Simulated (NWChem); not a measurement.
System: BCl2 cation

```xyz
3

Cl    -1.6173    -0.0229     0.0201
B      0.0000     0.0000     0.0000
Cl     1.6173     0.0229    -0.0201
```
Atoms are numbered in this order, from 1.

Structure relaxed at the PBE0/def2-SVP level.

Question: List the 4 lowest vertical singlet excitations from B3LYP/def2-SVPD, full TDDFT (NWChem).

Answer: 
```json
[
 {"state": "S1", "energy (eV)": "6.66", "oscillator strength": "0.000", "leading excitation (squared amplitude)": "HOMO−1 → LUMO (0.50)"},
 {"state": "S2", "energy (eV)": "6.81", "oscillator strength": "0.000", "leading excitation (squared amplitude)": "HOMO−1 → LUMO+1 (0.50)"},
 {"state": "S3", "energy (eV)": "6.81", "oscillator strength": "0.000", "leading excitation (squared amplitude)": "HOMO−1 → LUMO (0.50)"},
 {"state": "S4", "energy (eV)": "7.92", "oscillator strength": "0.000", "leading excitation (squared amplitude)": "HOMO−3 → LUMO+1 (0.50)"}
]
```
